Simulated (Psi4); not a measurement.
H2B3O3 (SMILES [B]1OBOBO1), doublet, geometry from GFN2-xTB; PW6B95/3-21G run with Psi4 1.11.

The Psi4 input:
```
memory 2 GB

molecule {
0 2
  B     0.84764447    1.05869636   -0.44322339
  O     1.37682875   -0.15179262   -0.10627797
  B     0.57274001   -1.16265845    0.31632496
  O    -0.76697225   -0.95793786    0.40104083
  B    -1.31023903    0.24153226    0.06930465
  O    -0.49956289    1.24748569   -0.35243410
  H     1.03254502   -2.19928698    0.60412444
  H    -2.46562116    0.40939446    0.14521434
}

set basis 3-21g
set reference uks

energy('pw6b95')
print_variables()
```

Question: What does Psi4 print? Leave out banner, timings and long lists.

Answer: 
```
   => Loading Basis Set <=

    Name: 3-21G
    Role: ORBITAL
    Keyword: BASIS

         ---------------------------------------------------------
                                   SCF
               by Justin Turney, Rob Parrish, Andy Simmonett
                          and Daniel G. A. Smith
                              UKS Reference
         ---------------------------------------------------------

  ==> Geometry <==

    Molecular point group: c1
    Full point group: C1

    Geometry (in Angstrom), charge = 0, multiplicity = 2:

       Center              X                  Y                   Z               Mass
    ------------   -----------------  -----------------  -----------------  -----------------
         B            0.829187250275     1.035643544092    -0.433572324110    11.009305360000
         O            1.358371530275    -0.174845435908    -0.096626904110    15.994914619570
         B            0.554282790275    -1.185711265908     0.325976025890    11.009305360000
         O           -0.785429469725    -0.980990675908     0.410691895890    15.994914619570
         B           -1.328696249725     0.218479444092     0.078955715890    11.009305360000
         O           -0.518020109725     1.224432874092    -0.342783034110    15.994914619570
         H            1.014087800275    -2.222339795908     0.613775505890     1.007825032230
         H           -2.484078379725     0.386341644092     0.154865405890     1.007825032230

  Running in c1 symmetry.

  Rotational constants: A =      0.21655  B =      0.19900  C =      0.10370 [cm^-1]
  Rotational constants: A =   6492.04715  B =   5965.98092  C =   3108.95346 [MHz]
  Nuclear repulsion =  194.402857850103999

  Charge       = 0
  Multiplicity = 2
  Electrons    = 41
  Nalpha       = 21
  Nbeta        = 20

  ==> Algorithm <==

  SCF Algorithm Type is DF.
  DIIS enabled.
  MOM disabled.
  Fractional occupation disabled.
  Guess Type is SAD.
  Energy threshold   = 1.00e-06
  Density threshold  = 1.00e-06
  Integral threshold = 1.00e-12

  ==> Primary Basis <==

  Basis Set: 3-21G
    Blend: 3-21G
    Number of shells: 34
    Number of basis functions: 58
    Number of Cartesian functions: 58
    Spherical Harmonics?: false
    Max angular momentum: 1

  ==> DFT Potential <==

   => LibXC <=

    Version 7.1.2
    S. Lehtola, C. Steigemann, M. J. T. Oliveira, and M. A. L. Marques,  SoftwareX 7, 1–5 (2018) (10.1016/j.softx.2017.11.002)

   => Composite Functional: PW6B95 <=

    PW6B95 Hybrid Meta-GGA XC Functional

    Y. Zhao and D. Truhlar, J. Phys. Chem. A., 109,5656-5667, 2005

    Deriv               =              1
    GGA                 =           TRUE
    Meta                =           TRUE

    Exchange Hybrid     =           TRUE
    MP2 Hybrid          =          FALSE

   => Exchange Functionals <=

    0.7200   XC_GGA_X_MPW91

   => Exact (HF) Exchange <=

    0.2800               HF

   => Correlation Functionals <=

    1.0000   XC_MGGA_C_BC95

   => LibXC Density Thresholds  <==

    XC_MGGA_C_BC95:  1.00E-14
    XC_GGA_X_MPW91:  1.00E-15

   => Molecular Quadrature <=

    Radial Scheme          =       TREUTLER
    Pruning Scheme         =           NONE
    Nuclear Scheme         =       TREUTLER

    Blocking Scheme        =         OCTREE
    BS radius alpha        =              1
    Pruning alpha          =              1
    Radial Points          =             75
    Spherical Points       =            302
    Total Points           =         168614
    Total Blocks           =           1299
    Max Points             =            256
    Max Functions          =             56
    Weights Tolerance      =       1.00E-15

   => Loading Basis Set <=

    Name: (3-21G AUX)
    Role: JKFIT
    Keyword: DF_BASIS_SCF

  ==> Integral Setup <==

  SCF_SUBTYPE=INCORE selected. In-core MEM_DF algorithm will be used.
  Using in-core AOs.

  ==> MemDFJK: Density-Fitted J/K Matrices <==

    J tasked:                   Yes
[...]
  Reciprocal condition number of the overlap matrix is 3.0216728986E-03.
    Using symmetric orthogonalization.

  ==> Pre-Iterations <==

  SCF Guess: Superposition of Atomic Densities via on-the-fly atomic UHF (no occupation information).

   -------------------------
    Irrep   Nso     Nmo
   -------------------------
     A         58      58
   -------------------------
    Total      58      58
   -------------------------

  ==> Iterations <==

                           Total Energy        Delta E     RMS |[F,P]|

   @DF-UKS iter SAD:  -299.65586801620140   -2.99656e+02   0.00000e+00
   @DF-UKS iter   1:  -300.14322548645163   -4.87357e-01   1.28404e-02 ADIIS/DIIS
   @DF-UKS iter   2:  -299.95691548325158    1.86310e-01   1.76561e-02 ADIIS/DIIS
   @DF-UKS iter   3:  -300.32873293565723   -3.71817e-01   3.44910e-04 ADIIS/DIIS
   @DF-UKS iter   4:  -300.32898599012225   -2.53054e-04   1.05572e-04 ADIIS/DIIS
   @DF-UKS iter   5:  -300.32899651493199   -1.05248e-05   9.04081e-05 DIIS
   @DF-UKS iter   6:  -300.32900678611475   -1.02712e-05   1.50305e-05 DIIS
   @DF-UKS iter   7:  -300.32900726066339   -4.74549e-07   4.24376e-06 DIIS
   @DF-UKS iter   8:  -300.32900733520421   -7.45408e-08   1.42817e-06 DIIS
   @DF-UKS iter   9:  -300.32900734331923   -8.11502e-09   3.06599e-07 DIIS
  Energy and wave function converged.

  ==> Post-Iterations <==

   Electrons on quadrature grid:
      Nalpha   =   21.0000046821 ; deviation = 4.682e-06
      Nbeta    =   20.0000036304 ; deviation = 3.630e-06
      Ntotal   =   41.0000083126 ; deviation = 8.313e-06

   @Spin Contamination Metric:   1.748060548E-03
   @S^2 Expected:                7.500000000E-01
   @S^2 Observed:                7.517480605E-01
   @S   Expected:                5.000000000E-01
   @S   Observed:                5.000000000E-01

    Orbital Energies [Eh]
    ---------------------

    Alpha Occupied:

[...]
    Alpha Virtual:

[...]
      58A      3.227909

    Beta Occupied:

[...]
    Beta Virtual:

[...]
    Final Occupation by Irrep:
              A
    DOCC [    20 ]
    SOCC [     1 ]
    NA   [    21 ]
    NB   [    20 ]

  @DF-UKS Final Energy:  -300.32900734331923

   => Energetics <=

    Nuclear Repulsion Energy =            194.4028578501039988
    One-Electron Energy =                -793.6795713616772900
    Two-Electron Energy =                 327.6879800115933108
    DFT Exchange-Correlation Energy =     -28.7402738433393097
    Empirical Dispersion Energy =           0.0000000000000000
    VV10 Nonlocal Energy =                  0.0000000000000000
    Total Energy =                       -300.3290073433192333

  UHF NO Occupations:
  HONO-2 :   19  A 1.9998305
  HONO-1 :   20  A 1.9993779
  HONO-0 :   21  A 1.0000000
  LUNO+0 :   22  A 0.0006221
  LUNO+1 :   23  A 0.0001695
  LUNO+2 :   24  A 0.0000530
  LUNO+3 :   25  A 0.0000142

Computation Completed

Properties will be evaluated at   0.000000,   0.000000,   0.000000 [a0]

Properties computed using the SCF density matrix

 Multipole Moments:

 ------------------------------------------------------------------------------------
     Multipole            Electronic (a.u.)      Nuclear  (a.u.)        Total (a.u.)
 ------------------------------------------------------------------------------------

 L = 1.  Multiply by 2.5417464519 to convert [e a0] to [Debye]
 Dipole X            :          1.3255832           -1.4300427           -0.1044595
 Dipole Y            :          1.6556354           -1.7861038           -0.1304685
 Dipole Z            :         -0.6931320            0.7477526            0.0546206
 Magnitude           :                                                    0.1758329

 ------------------------------------------------------------------------------------

  Variable Map:
  ----------------------------------------------------------------------------
[...]
  Array Variable Map:
  ----------------------------------------------------------------------------
[...]
[...]
```
